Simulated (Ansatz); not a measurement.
tantalum atom (Ta), quartet (core potentials on Ta).

Input for Ansatz (a program for electronic structure):
Ansatz 0.2 input:
```yaml
crystal:
  periodic: [false, false, false]
  atoms:
    - {symbol: Ta, position_ang: [0.00000000, 0.00000000, 0.00000000]}
basis:
  gaussian:
    orbitals: def2-SVP
hamiltonian:
  xc: hf
magnetization: {spin_polarized: true, initial_magnetization: 3}
```

Q: What does this run give for the number of basis functions, total energy, <S^2>?

A: 
```yaml
number_of_basis_functions: 32
total_energy: -56.2858 Eh
"<S^2>": 3.774
```
